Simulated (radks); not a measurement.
All-electron atom: Yb in [Xe] 4f14 6s1 6p1 (not the ground configuration). Calculated with a radial shooting solver on a logarithmic mesh with Libxc functionals: Dirac Kohn-Sham, PBE, spin-unpolarised, spherical densities, point nucleus; open shells fill j = l - 1/2 first.

Unscreened Slater integrals over Kohn-Sham orbitals (hartree). Large and small components are both included. Empty in this configuration: 6p3/2.

integral,value
"F0(6p1/2,6p1/2)",0.17268
"F0(6p1/2,4f7/2)",0.22905
"G4(6p1/2,4f7/2)",0.0045258
"F0(6p1/2,6s1/2)",0.19590
"G1(6p1/2,6s1/2)",0.11837
"F0(6p1/2,4f5/2)",0.22927
"G2(6p1/2,4f5/2)",0.0049221
"F0(6p1/2,6p3/2)",0.16583
"G2(6p1/2,6p3/2)",0.086880
"F0(4f7/2,4f7/2)",1.1978
"F2(4f7/2,4f7/2)",0.55018
"F4(4f7/2,4f7/2)",0.34184
"F6(4f7/2,4f7/2)",0.24503
"F0(4f7/2,6s1/2)",0.30900
"G3(4f7/2,6s1/2)",0.010280
"F0(4f7/2,4f5/2)",1.2128
"F2(4f7/2,4f5/2)",0.55830
"F4(4f7/2,4f5/2)",0.34709
"G2(4f7/2,4f5/2)",0.55666
"G4(4f7/2,4f5/2)",0.34613
"G6(4f7/2,4f5/2)",0.24817
"F0(4f7/2,6p3/2)",0.21245
"F2(4f7/2,6p3/2)",0.017071
"G2(4f7/2,6p3/2)",0.0044324
"G4(4f7/2,6p3/2)",0.0038410
"F0(6s1/2,6s1/2)",0.23538
"F0(6s1/2,4f5/2)",0.30947
"G3(6s1/2,4f5/2)",0.0096523
"F0(6s1/2,6p3/2)",0.18538
"G1(6s1/2,6p3/2)",0.10115
"F0(4f5/2,4f5/2)",1.2283
"F2(4f5/2,4f5/2)",0.56676
"F4(4f5/2,4f5/2)",0.35258
"F0(4f5/2,6p3/2)",0.21263
"F2(4f5/2,6p3/2)",0.016454
"G2(4f5/2,6p3/2)",0.0041791
"G4(4f5/2,6p3/2)",0.0036416
"F0(6p3/2,6p3/2)",0.15989
"F2(6p3/2,6p3/2)",0.084816
